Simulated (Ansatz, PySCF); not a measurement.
(E)-1-bromo-2-chloro-1-fluoroethene (C2HBrClF), SMILES F/C(Br)=C\Cl.

Geometry optimised at ωB97X-D3(BJ)/def2-SVP.

Vertical ionisation energy (IE) and electron affinity (EA) in eV. Rows of orbital energies are one-electron estimates. Where ΔSCF, EOM or ADC give a negative EA the extra electron is unbound and the value depends on the basis.

| level | IE | EA |
|---|---|---|
| −ε(HOMO), −ε(LUMO), CAM-B3LYP/def2-TZVP (PySCF) | 8.64 | -0.61 |
| −ε(HOMO), −ε(LUMO), PBE/def2-TZVP (PySCF) | 6.13 | 1.60 |
| ΔSCF, PBE0/def2-SVPD (Ansatz), final states of multiplicity 2 and 2 | 9.55 | -0.72 |
| ΔSCF, PBE/def2-SVPD (Ansatz), final states of multiplicity 2 and 2 | 9.26 | -0.54 |

**Question.** What vertical singlet–triplet gap does ΔSCF give with PBE0/def2-SVPD (Ansatz, a first-principles code) and with PBE/def2-SVPD (Ansatz)? (An estimate is asked for; the answer gives what the named calculation found.)

**Answer.** 3.92 and 3.97 eV (triplet above singlet where positive).
